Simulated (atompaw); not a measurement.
# lutetium (Lu): one change to a PAW (atompaw) potential, before and after

* Element: Lu
* Generator: atompaw 4.2.0.5
* Type: PAW
* Functional: PBEsol
* Relativity: scalar-relativistic
* Frozen core: [Kr] 4d10 4f14
* Valence charge: 11
* Reference configuration: 5s2 5p6 5d1 6s2 6p0
* Partial waves: 5s (bound): rc 1.90 bohr; 6s (bound): rc 2.05 bohr; 5p (bound): rc 1.80 bohr; 6p (bound, empty): rc 2.45 bohr; 5d (bound): rc 2.80 bohr; 5d channel at 3.15 Ry: rc 2.80 bohr
* Local potential: ultrasoft scheme with l = 3 at 0 Ry, radius 2.65 bohr
* Core correction: smooth core density matched at 1.45 bohr
* Augmentation charge: sinc compensation charge, radius 2.10 bohr; PAW radius 2.80 bohr; waves and projectors: custom polynom2 7 10 vanderbiltortho

All-electron outer shells of the reference configuration (PBEsol, scalar-relativistic, ld1.x):

```
shell  level (eV)  outermost node (bohr)  outermost maximum (bohr)
   4d     -191.76                   0.23                      0.48
   5s      -61.09                   0.57                      1.04
   5p      -31.68                   0.61                      1.19
   4f       -9.65                      –                      0.47
   6s       -4.67                   1.41                      3.04
   5d       -1.77                   0.68                      1.84
   6p       -1.32                   1.73                      4.26
```

Change: all radii scaled by about 1.17 (s 2.22, p 2.10, d 3.28 bohr); local potential ultrasoft scheme with l = 3 at 0 Ry, radius 3.10 bohr; augmentation sinc compensation charge, radius 2.46 bohr; PAW radius 3.28 bohr; waves and projectors: custom polynom2 7 10 vanderbiltortho; core correction smooth core density matched at 1.70 bohr.

Cutoffs: the cutoffs (Ry, on a coarse ladder) from which the occupation-weighted sum of valence levels, in a spherical-Bessel basis at the reference potential, stays within 10 and 1 mRy of its value at 400 Ry; they do not see the model core or the augmentation charge, which bear on the density cutoff.

Task: What does the change do?

Result: The potential gets softer (21 Ry and 35 Ry → 18 Ry and 25 Ry); neither file shows a bound ghost. A larger radius leaves more room for a smooth pseudo-wave, so fewer plane waves are needed.

| quantity | base | changed |
| --- | --- | --- |
| cutoff, loose | 21 Ry | 18 Ry |
| cutoff, tight | 35 Ry | 25 Ry |
| loose cutoff by channel (10 mRy a level) | s 15 Ry, p 18 Ry, d 12 Ry | s 8 Ry, p 15 Ry, d 8 Ry |
| bound ghosts | none | none |
| lowest overlap eigenvalue by channel | s 0.63, p 0.43, d 0.92 | s 0.51, p 0.51, d 0.92 |

 The cutoffs see the waves, projectors and local potential, not the compensation charge or the core.
